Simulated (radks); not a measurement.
Results of a calculation; reference values are marked as such.
How relativity changes the ionisation of neutral iodine ([Kr] 4d10 5s2 5p5) to I+ ([Kr] 4d10 5s2 5p4). Spin-unpolarised spherical Kohn-Sham, BLYP, point nucleus unless stated (finite: rms radius 4.75 fm), a radial shooting solver on a logarithmic mesh with Libxc functionals. A level marked "c x" has the speed of light scaled by that factor and shares open shells by 2j + 1; other Dirac levels either fill j = l - 1/2 first or share by 2j + 1.

level                               E(I) (hartree)  E(I+) (hartree)  IE (eV)   HOMO  <r> HOMO (bohr)
non-rel.                               -6920.64918      -6920.24542   10.987     5p            2.501
scalar-rel.                            -7117.06465      -7116.66191   10.959     5p            2.485
scalar-rel., finite nucleus            -7116.83109      -7116.42834   10.959     5p            2.485
Dirac, 2j+1 shares                     -7119.69485      -7119.29110   10.986  5p3/2            2.528
Dirac, low j first                     -7119.70719      -7119.31922   10.557  5p3/2            2.532
Dirac, 2j+1 shares, finite nucleus     -7119.46047      -7119.05672   10.987  5p3/2            2.528
Dirac, c x 3                           -6941.33568      -6940.93198   10.985  5p3/2            2.504
Dirac, c x 5                           -6928.05887      -6927.65514   10.986  5p3/2            2.502
Dirac, c x 100                         -6920.66766      -6920.26389   10.987  5p3/2            2.501

NIST Atomic Spectra Database: 10.451 eV (measured). The relativistic part of the total energy of I is -198.8 hartree (Dirac, 2j+1 shares, finite nucleus), 2.9 % of the non-relativistic value. Spin polarisation and multiplet splitting of open shells are left out at every level.

Beside tabulated values, note that relativity, absent from the non-relativistic runs, is large for the heavy elements, and spin-unpolarised runs miss the spin-polarisation part of the exchange energy of open shells.
